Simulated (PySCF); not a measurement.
Ligands exchanged one at a time, In CH3-H. All species are isolated molecules in the gas phase. Strings in code marks are SMILES.

The brightest of the four lowest singlets (TDA) from two functionals at the same geometries (M06-2X/def2-TZVP), both in PySCF: PBE-D3(BJ)/def2-TZVP and B3LYP-D3(BJ)/def2-TZVP. B3LYP has the VWN-RPA correlation part, as in Gaussian. Excitations are Tamm–Dancoff values on a coarser integration grid. The basis has no diffuse functions, so Rydberg states are missing or too high.

| species | PBE-D3(BJ)/def2-TZVP (eV) | B3LYP-D3(BJ)/def2-TZVP (eV) |
|---|---|---|
| 0 of 3 CH3 replaced by H (`[CH3][In]([CH3])[CH3]`) | 5.74 | 6.07 |
| 1 of 3 CH3 replaced by H | 6.03 | 6.32 |
| 2 of 3 CH3 replaced by H (`[CH3][InH2]`) | 6.50 | 6.72 |

Over these rows, drawn at random from the members with no instability flagged (it was tested for open shells, ions and some series alone), PBE minus B3LYP-D3(BJ): mean -0.28 eV, from -0.34 eV to -0.22 eV.
